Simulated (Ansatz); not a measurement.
Correlation energies of CH$_{3}$AlO$_{2}$S, SMILES `O[CH]1[S][Al]1[OH]` by basis set

Cartesian coordinates in Å:
```
O -0.271 -1.107 -1.565
C 0.082 -0.914 -0.249
S 1.781 0.099 0.016
Al -0.123 0.792 0.593
O -1.116 1.966 1.263
H 0.262 -1.813 -1.945
H 0.218 -1.844 0.304
H -0.833 2.821 1.582
```

Total charge 0; spin multiplicity 1. The structure was optimised at the PBE0-D4/def2-TZVP level. It is one conformer, not always the lowest. Frozen core, restricted reference, Ansatz 0.2.0. CBS rows extrapolate triple and quadruple zeta; past MP2 they add the triple-zeta difference.

| basis | HF (Eh) | MP2 corr. |
| --- | --- | --- |
| def2-SVP | -828.47189 | -0.69070 |
| def2-TZVPP | -828.93424 | -0.88747 |
| def2-QZVPP | -828.96119 | -0.95963 |

Problem. Estimate the CCSD correlation energy and the (T) correction in each basis where they were run (hartree).

Solution. 
```
     basis  CCSD corr.       (T)
  def2-SVP    -0.72229  -0.02153
def2-TZVPP    -0.91076  -0.04024
 CBS(def2)    -1.03639     as TZ
```
